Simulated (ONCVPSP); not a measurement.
# Transferability test, ONCV potential for Ni (Z = 28)

ONCVPSP 4.0.1 input, shortened (lines: element, Z, core and valence counts, functional; n l f; lmax; l rc ep ncon nbas qcut; lloc lpopt rc5 dvloc0; l nproj debl; icmod fcfact rcfact), LDA (Perdew-Wang 92), scalar-relativistic:

```
  Ni 28.00    3    4  -001012      upf
    1    0    2.00
    2    0    2.00
    2    1    6.00
    3    0    2.00
    3    1    6.00
    3    2    8.00
    4    0    2.00
    2
    0    1.15    0.00    3    8   10.80
    1    1.00    0.00    4    8   11.30
    2    1.25    0.00    4    9   14.70
    4    4    0.65    2.00
    0    2    0.30
    1    2    2.10
    2    3    3.50
    0    0.00    0.00
```

In the p channel the program set the typed energies aside and used -2.619, 0.250 Ha.

Energies are relative to the spin-unpolarised reference configuration 3s2 3p6 3d8 4s2; without spin polarisation the order of configurations can differ from experiment.

```
valence configuration  charge  ΔE all-electron (eV)  error AE − PS (meV)
      3s2 3p6 3d8 4s0      +2                27.247                 +2.6
      3s2 3p6 3d7 4s0      +3                65.051                 -2.0
  3s2 3p6 3d7 4s2 4p1       0                10.665                  +17
```

Problem. What are ΔE and the potential's error for 3s2 3p6 3d8 4s1?

Solution. ΔE = 9.594 eV all-electron; the error (AE − PS) is +0.1 meV.

Levels in the configuration 3s2 3p6 3d7 4s2 4p1:

```csv
level,all-electron (eV),pseudo (eV)
3s,-118.757,-118.783
3p,-79.339,-79.352
3d,-16.454,-16.410
4s,-8.266,-8.270
4p,-2.752,-2.753
```
